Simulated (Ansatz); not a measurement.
Input for Ansatz (a program for electronic structure): SC-NEVPT2 on CASSCF(14,8)/def2-TZVPP on I2, a point of a bond scan (R = 2.695 Å). Elements past Kr take the def2 small-core potentials; no spin–orbit coupling.

Ansatz 0.2 input:
```yaml
crystal:
  periodic: [false, false, false]
  atoms:
    - {symbol: I, position_ang: [-0.00000000, -0.00000000, -1.34740410]}
    - {symbol: I, position_ang: [0.00000000, 0.00000000, 1.34740410]}
basis:
  gaussian:
    orbitals: def2-TZVPP
    pivot_positions_ang: [[-0.00000000, -0.00000000, -1.34740410], [0.00000000, 0.00000000, 1.34740410]]
magnetization: {spin_polarized: false}
correlation: {method: sc_nevpt2, electrons: outside_noble_gas, active_space: {window: {electrons: 14, orbitals: 8}}}
output: {orbitals: {seedname: ./end}}
```

Program output:

```
WARN ansatz: RAYON_NUM_THREADS=1 ignored (pool sized by the plan → 1); use --threads N
Functional definition: HF
integrals: 0.05 GiB planned
989 factors; integrals over basis functions are off by at most 1.8e-4 eV
mean field: 0.29 GiB planned
mean field evaluation 1: about -16145.2634 eV, gradient 1.1e1 eV
mean field evaluation 2: about -16145.2843 eV, gradient 1.1e1 eV
mean field evaluation 4: about -16145.5734 eV, gradient 1.1e0 eV
mean field evaluation 8: about -16145.5787 eV, gradient 1.7e-5 eV
mean field -16145.57865882 eV, -593.3390718455 hartree, gradient 9.2e-6 eV, S^2 0.000000; 0 other end points of the search recorded, 0 dependent functions left out
reference -16145.57865882 eV, -593.3390718455 hartree; 25, 25 occupied and 75, 75 virtual orbitals, 989 factors
configuration interaction: 0.24 GiB planned
configuration interaction: 0.00 GiB planned
state -16146.10747953 eV, -593.3585056480 hartree
state -16146.10747953 eV, -593.3585056480 hartree; corrected -16152.25042435 eV, -593.5842547064 hartree
Total energy: -16152.25042435 eV, -593.5842547064 hartree
```

Self-consistency was reached.

Cost: roughly 5 core-seconds.
